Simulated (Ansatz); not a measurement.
## A saddle search, step by step

GeNH5, closed shell, PBE0-D4/def2-SVP (Ansatz 0.2.0). Settings; a guess of the unstable mode was typed too, and convergence needs a confirmed negative curvature besides the force tolerance:

```yaml
hamiltonian: {xc: pbe0, dispersion: d4}
saddle:
  f_tol: 0.05
  max_steps: 40
```

Start:

Ge1  (-1.063, 0.053, 0.775)
N2  (0.694, -0.329, 0.129)
H3  (-0.308, -0.156, -0.884)
H4  (-1.179, -0.033, -1.061)
H5  (-0.874, 1.558, 0.562)
H6  (1.178, -1.291, 0.312)
H7  (1.427, 0.315, 0.223)
(Å)

```csv
step,energy less the last (meV),largest force component (eV/Å)
1,310.9,3.843
2,122.2,1.138
3,25.5,0.574
4,13.6,0.397
5,4.4,0.254
6,1.9,0.089
7,0.9,0.059
8,0.5,0.040
9,0.0,0.008
```

Step 2, positions (Å) and forces (eV/Å):

```csv
atom,x,y,z,Fx,Fy,Fz
Ge1,-1.044,0.014,0.753,-0.861,-0.322,0.479
N2,0.778,-0.347,0.159,-0.196,0.530,-0.676
H3,-0.292,-0.188,-0.912,-0.531,0.203,-0.040
H4,-1.316,-0.011,-1.098,1.138,-0.260,0.219
H5,-0.846,1.548,0.567,0.091,0.510,-0.021
H6,1.107,-1.280,0.333,0.410,-0.323,0.115
H7,1.485,0.381,0.255,-0.051,-0.337,-0.075
```

Step 3, positions (Å) and forces (eV/Å):

```tsv
atom	x	y	z	Fx	Fy	Fz
Ge1	-1.059	0.021	0.768	-0.574	-0.321	0.363
N2	0.755	-0.345	0.144	0.356	0.060	-0.178
H3	-0.313	-0.172	-0.904	-0.200	0.035	-0.180
H4	-1.237	-0.037	-1.089	0.172	-0.026	-0.050
H5	-0.853	1.559	0.577	0.067	0.445	-0.027
H6	1.106	-1.278	0.324	0.190	-0.020	0.071
H7	1.475	0.369	0.236	-0.012	-0.173	0.000
```

Step 5, positions (Å) and forces (eV/Å):

```csv
atom,x,y,z,Fx,Fy,Fz
Ge1,-1.078,0.022,0.773,-0.153,-0.111,0.171
N2,0.754,-0.351,0.136,0.254,-0.017,-0.005
H3,-0.326,-0.171,-0.910,-0.062,-0.004,-0.150
H4,-1.223,-0.040,-1.092,-0.094,0.032,-0.104
H5,-0.863,1.580,0.588,0.030,0.136,-0.004
H6,1.128,-1.273,0.330,0.030,-0.091,0.072
H7,1.481,0.350,0.231,-0.005,0.055,0.020
```

Last step (9):

```
7
angstrom
Ge -1.0923 0.0188 0.7707
N 0.7577 -0.3631 0.1127
H -0.3141 -0.1841 -0.9162
H -1.2300 -0.0271 -1.0969
H -0.8538 1.5862 0.6068
H 1.1409 -1.2720 0.3582
H 1.4645 0.3586 0.2199
```

The run took about 59 s on 2 CPU threads of an Arm Neoverse V1 (shared host).
